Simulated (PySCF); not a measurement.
A mixed set of molecules. The calculation used TDDFT CAM-B3LYP/def2-SVPD, vertical, gas phase, core orbitals frozen in the response in PySCF 2.14.0, density-fitted response routines. Geometries: GFN2-xTB; one conformer of each isolated species. Triplets are in the Tamm–Dancoff approximation.

**Question.** Rank by computed lowest singlet excitation energy, highest first.
A. `C=PN([SiH3])[SiH3]`
B. `FC1CP(C(F)(F)F)C1`
C. `C#Cc1pcc([SiH3])s1`
D. `C[C@H](CF)C[SiH](F)F`
E. `C=CS[SiH2]C(F)(F)F`

**Answer.** D (8.44 eV), B (6.37 eV), E (5.24 eV), A (5.00 eV), C (4.13 eV).

```tsv
SMILES	S1 (eV)	first f ≥ 0.01 (nm)	f (S1)	α (au)	HOMO (eV)	LUMO (eV)	S1 mainly
C[C@H](CF)C[SiH](F)F	8.44	147	0.015	71.9	-10.38	1.10	H→L+1 (72%)
FC1CP(C(F)(F)F)C1	6.37	195	0.054	72.0	-9.09	0.73	H→L (93%)
C=CS[SiH2]C(F)(F)F	5.24	208	0.002	87.8	-8.31	0.37	H→L (88%)
C=PN([SiH3])[SiH3]	5.00	248	0.118	95.7	-7.94	-0.08	H→L (85%)
C#Cc1pcc([SiH3])s1	4.13	300	0.232	132.4	-7.82	-1.16	H→L (94%)
```

H and L stand for HOMO and LUMO.

Mean S1 by what the SMILES shows (count): single bonds only 7.41 eV (2); a double or triple bond but no aromatic ring 5.12 eV (2).

- `C[C@H](CF)C[SiH](F)F`: Löwdin shares by element: HOMO carbon 38% or more, silicon 20%, hydrogen 10% or more (atoms not listed hold the other 32%); LUMO carbon 36% or more, hydrogen 8% or more (atoms not listed hold the other 56%).
- `FC1CP(C(F)(F)F)C1`: Löwdin shares by element: HOMO phosphorus 53%, carbon 27% or more (atoms not listed hold the other 20%); LUMO phosphorus 38%, carbon 25% or more, fluorine 6% or more (atoms not listed hold the other 32%).
- `C=CS[SiH2]C(F)(F)F`: Löwdin shares by element: HOMO sulfur 48%, carbon 39% or more, silicon 6%; LUMO silicon 30%, sulfur 25%, hydrogen 21% or more (atoms not listed hold the other 25%).
- `C=PN([SiH3])[SiH3]`: Löwdin shares by element: HOMO carbon 37%, nitrogen 23%, phosphorus 22%, hydrogen 5% or more; LUMO phosphorus 45%, carbon 30%, nitrogen 11%.
- `C#Cc1pcc([SiH3])s1`: Löwdin shares by element: HOMO carbon 51% or more, phosphorus 21% (atoms not listed hold the other 28%); LUMO carbon 29% or more, phosphorus 24%, sulfur 17% (atoms not listed hold the other 30%).
